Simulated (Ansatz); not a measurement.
Coupled-cluster run, `[CH3][In]([OH])[OH]`.

```yaml
crystal:
  periodic: [false, false, false]
  atoms:
    - {symbol: C, position_ang: [-0.086637, 0.920171, -1.366187]}
    - {symbol: In, position_ang: [0.122878, -0.336095, 0.337837]}
    - {symbol: O, position_ang: [1.440752, -1.805953, 0.500871]}
    - {symbol: O, position_ang: [-0.898639, -0.312883, 2.048610]}
    - {symbol: H, position_ang: [-1.126359, 0.929180, -1.692770]}
    - {symbol: H, position_ang: [0.212108, 1.936307, -1.107727]}
    - {symbol: H, position_ang: [0.547516, 0.548907, -2.169843]}
    - {symbol: H, position_ang: [1.365474, -2.243371, 1.353110]}
    - {symbol: H, position_ang: [-1.577104, 0.363747, 2.096109]}
basis:
  gaussian: {orbitals: def2-SVP}
correlation: {method: ccsd_t}
```

```sh
$ ansatz run in.yaml --threads 4 --pin off --events-out ev --progress --plain
```

Log, shortened:

```
Functional definition: HF
1004 factors; integrals over basis functions are off by at most 1.5e-3 eV
mean field evaluation 1: about -10323.0549 eV, gradient 5.3e1 eV
mean field evaluation 2: about -10323.0751 eV, gradient 5.3e1 eV
mean field evaluation 4: about -10328.6792 eV, gradient 3.0e0 eV
mean field evaluation 8: about -10328.7140 eV, gradient 2.2e-4 eV
mean field -10328.71395076 eV, -379.5732366366 hartree, gradient 1.5e-6 eV, S^2 0.000000; 0 other end points of the search recorded, 0 dependent functions left out
7 core orbitals not correlated: weight in the atoms' cores, before any rotation towards them, 1.000 or more for the frozen orbitals, at most 0.000 for the correlated occupied ones
reference -10328.71395076 eV, -379.5732366366 hartree; 17, 17 occupied and 69, 69 virtual orbitals, 1004 factors
second order -16.89032330 eV of doubles, -0.00000000 eV of singles
cycle   1  -17.07974867 eV  change   -1.9e-1 eV  update   1.1e-1
cycle   2  -17.50532367 eV  change   -4.3e-1 eV  update   3.6e-2
cycle   3  -17.65724551 eV  change   -1.5e-1 eV  update   2.3e-2
cycle   4  -17.65797621 eV  change   -7.3e-4 eV  update   6.6e-3
cycle   5  -17.65309118 eV  change    4.9e-3 eV  update   2.8e-3
cycle   6  -17.65312583 eV  change   -3.5e-5 eV  update   9.8e-4
cycle   7  -17.65284913 eV  change    2.8e-4 eV  update   2.9e-4
cycle   8  -17.65273444 eV  change    1.1e-4 eV  update   9.2e-5
cycle   9  -17.65274163 eV  change   -7.2e-6 eV  update   3.0e-5
perturbative correction -0.45244817 eV, -0.0166271634 hartree
Total energy: -10346.81914056 eV, -380.2385900896 hartree
```

It took 4.9 s on 4 threads of a server CPU on a shared host, with 0.41 GiB of host memory at the peak.

MP2 recovers 93.3 % of the CCSD(T) correlation energy and the triples give 2.5 %; T1 = 0.0148.
